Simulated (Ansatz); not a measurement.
H₄ClNSn, singlet, at a GFN2-xTB geometry (such geometries of metal compounds can be far from the true shape) (core potentials on Sn); B3LYP/def2-TZVPD (Ansatz, a quantum-chemistry and plane-wave program).

The Ansatz input:
Ansatz 0.2 input:
```yaml
crystal:
  periodic: [false, false, false]
  atoms:
    - {symbol: Sn, position_ang: [0.05112412, 0.44429222, 0.16863912]}
    - {symbol: N, position_ang: [1.93850692, -0.18353888, -0.13537812]}
    - {symbol: Cl, position_ang: [-1.19384836, -1.33616111, -0.51679844]}
    - {symbol: H, position_ang: [-0.17760750, 1.75116170, -0.85949536]}
    - {symbol: H, position_ang: [-0.40734442, 0.86069104, 1.75998493]}
    - {symbol: H, position_ang: [2.09209845, -1.16368187, 0.06062023]}
    - {symbol: H, position_ang: [2.66252105, 0.33672934, 0.34015445]}
basis:
  gaussian:
    orbitals: def2-TZVPD
hamiltonian:
  xc: b3lyp
```

Output, abridged:

```
Functional definition: B3LYP
1143 factors; their error is unknown
mean field evaluation 1: about -19905.3023 eV, gradient 6.7e1 eV
mean field evaluation 2: about -19878.0043 eV, gradient 1.2e2 eV
mean field evaluation 4: about -19913.7691 eV, gradient 6.7e0 eV
mean field evaluation 8: about -19913.9255 eV, gradient 3.0e-1 eV
mean field evaluation 16: about -19913.9256 eV, gradient 6.6e-5 eV
mean field -19913.92556821 eV, -731.8232664880 hartree, gradient 6.6e-5 eV, S^2 0.000000; 0 other end points of the search recorded, 0 dependent functions left out
reference -19913.92586865 eV, -731.8232775291 hartree; 25, 25 occupied and 150, 150 virtual orbitals, 1143 factors
Total energy: -19913.92586865 eV, -731.8232775291 hartree
```
